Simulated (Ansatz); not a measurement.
`CO[BH][ZnH]` at its PBE0-D4/def2-TZVP geometry, where that method's forces vanish. The species carries charge 0 and has multiplicity 1.

```xyz
9

C    -0.3173   -1.2137    1.0794
O    -0.5076   -0.2902    0.0222
B     0.4462    0.5824   -0.3575
Zn    0.0170    1.8844   -1.9355
H    -1.0712   -1.0308    1.8477
H    -0.4504   -2.2257    0.6919
H     0.6823   -1.1119    1.5114
H     1.4936    0.5430    0.2546
H    -0.2927    2.8624   -3.1141
```

(1) What forces (eV/Å) does ωB97M-V/def2-TZVPP give on these atoms in Ansatz 0.2.0? (An estimate is asked.)

## Answers

(1) The calculation gave: 
```
C1   0.028 -0.217  0.241
O2  -0.128  0.053 -0.124
B3   0.207  0.169 -0.063
Zn4 -0.008  0.031 -0.036
H5   0.076 -0.018 -0.069
H6   0.019  0.095  0.040
H7  -0.093 -0.012 -0.038
H8  -0.126 -0.010 -0.059
H9   0.026 -0.091  0.108
```
